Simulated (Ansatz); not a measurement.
A run on `[NH2][Cd][O][SiH3]` with other settings.

```yaml
crystal:
  periodic: [false, false, false]
  atoms:
    - {symbol: N, position_ang: [-0.650499, 2.671588, -1.195080]}
    - {symbol: Cd, position_ang: [0.154492, 0.884000, -0.566458]}
    - {symbol: O, position_ang: [0.883399, -0.737446, 0.118744]}
    - {symbol: Si, position_ang: [0.187638, -1.979001, 0.936246]}
    - {symbol: H, position_ang: [-0.133591, 3.514745, -0.860333]}
    - {symbol: H, position_ang: [-0.682464, 2.729750, -2.286597]}
    - {symbol: H, position_ang: [-0.881836, -2.687864, 0.285692]}
    - {symbol: H, position_ang: [1.319214, -2.985163, 1.217185]}
    - {symbol: H, position_ang: [-0.278949, -1.540569, 2.329657]}
basis:
  gaussian: {orbitals: def2-TZVP}
magnetization: {spin_polarized: true, initial_magnetization: 2}
hamiltonian: {xc: {name: BHLYP}, dispersion: d3bj}
output: {forces: true}
```

```sh
$ ansatz run in.yaml --threads 4 --pin off --events-out ev --progress --plain --max-ram 10444MiB
```

It prints (some lines left out):

```
Functional definition: BHLYP
  name "BHLYP"
  cite "Becke, J. Chem. Phys. 98, 1372 (1993) doi:10.1063/1.464304"
  cite "Becke, Phys. Rev. A 38, 3098 (1988) doi:10.1103/PhysRevA.38.3098"
  cite "Lee, Yang & Parr, Phys. Rev. B 37, 785 (1988) doi:10.1103/PhysRevB.37.785"
  parameter a = 0.5
  exchange = (1 - a)*b88_x + a*exact_x
  correlation = lyp_c
1310 factors; their error is unknown
mean field evaluation 1: about -16046.8587 eV, gradient 4.6e1 eV
mean field evaluation 2: about -16030.0672 eV, gradient 7.9e1 eV
mean field evaluation 4: about -16055.0547 eV, gradient 3.3e0 eV
mean field evaluation 8: about -16055.2728 eV, gradient 1.1e-1 eV
mean field evaluation 16: about -16055.5091 eV, gradient 3.0e-3 eV
mean field -16055.50912794 eV, -590.0290776370 hartree, gradient 1.8e-5 eV, S^2 2.006669; 0 other end points of the search recorded, 0 dependent functions left out
the calculation of the forces begins
reference -16055.50932590 eV, -590.0290849116 hartree; 28, 26 occupied and 141, 143 virtual orbitals, 1310 factors
Total energy: -16055.77172033 eV, -590.0387277293 hartree
Atom 0 at    -0.650499     2.671588    -1.195080 Å, force     0.595664     2.856934    -3.125883 eV/Å
Atom 1 at     0.154492     0.884000    -0.566458 Å, force    -0.047164    -0.440759    -0.060100 eV/Å
Atom 2 at     0.883399    -0.737446     0.118744 Å, force    -0.043740    -3.163630     1.498870 eV/Å
Atom 3 at     0.187638    -1.979001     0.936246 Å, force     2.488831     0.550116     1.185000 eV/Å
Atom 4 at    -0.133591     3.514745    -0.860333 Å, force    -0.978435    -0.148380    -0.170557 eV/Å
Atom 5 at    -0.682464     2.729750    -2.286597 Å, force    -0.527429     0.234569     2.181446 eV/Å
Atom 6 at    -0.881836    -2.687864     0.285692 Å, force    -0.630403    -0.159347    -0.452411 eV/Å
Atom 7 at     1.319214    -2.985163     1.217185 Å, force    -0.862654     0.458323    -0.205414 eV/Å
Atom 8 at    -0.278949    -1.540569     2.329657 Å, force     0.005329    -0.187826    -0.850950 eV/Å
Dipole moment:    -0.444066     1.141107    -0.474644 e Å
```

Run time 4.2 s (4 threads of an Intel Xeon Platinum 8259CL on a shared host); peak host memory 0.52 GiB.
